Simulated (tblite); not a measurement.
**Question.** Write a Z-matrix for InChI=1S/C7H9NS/c1-6-3-7(9-2)5-8-4-6/h3-5H,1-2H3/p+1 as optimised with GFN2-xTB. (Charge +1.)

**Answer.** 
Z-matrix in Å and degrees, rows numbered from 1:
```
C 
S   1  1.8116
C   2  1.7357  1  103.96
C   3  1.3997  2  116.73  1  -178.95
N   4  1.3286  3  120.25  2   179.76
C   5  1.3363  4  123.26  3    -0.17
C   6  1.3937  5  119.97  4     0.06
C   7  1.4877  6  120.37  5   179.28
C   7  1.3896  6  118.14  5     0.15
H   1  1.0865  2  105.19  3   177.75
H   1  1.0857  2  110.18  3    59.92
H   1  1.0859  2  110.24  3   -64.31
H   4  1.0787  3  121.00  2    -0.07
H   5  1.0177  4  118.30  3  -179.75
H   6  1.0784  5  118.11  4  -179.88
H   8  1.0903  7  109.60  6   -87.10
H   8  1.0861  7  111.22  6   153.74
H   8  1.0864  7  111.12  6    31.88
H   9  1.0781  3  120.29  2     0.40
```

C6 (aromatic CH next to a ring nitrogen) is planar (angles 121.9°, 120.0° and 118.1°, sum 360.0°, 0.00 Å off the plane of its three neighbours). Of the pairs four or more bonds apart, C1···H19 is among the closest relative to their van der Waals radii: 2.58 Å, 89 % of the sum of Bondi's values. C4 (aromatic CH next to a ring nitrogen) is planar (angles 121.0°, 120.3° and 118.7°, sum 360.0°, 0.00 Å off the plane of its three neighbours). N5 (pyridinium-type nitrogen) is planar (angles 123.3°, 118.4° and 118.3°, sum 360.0°, 0.00 Å off the plane of its three neighbours).

Computed geometry: GFN2-xTB, gas phase.

Its GFN2-xTB frequencies are all real (lowest 25 cm⁻¹). Torsions: C1–S2–C3–C4 -179°. 2 starts were optimised and ended at 0.00 and 0.63 kcal/mol (GFN2-xTB); the lowest of these is shown.

Time: 0.39 s. Hardware: Arm Neoverse V2, one thread, no GPU, shared host with 32 logical CPUs at a one-minute load of 16. That covers the optimisation of the geometry.

One conformer stands for the species.
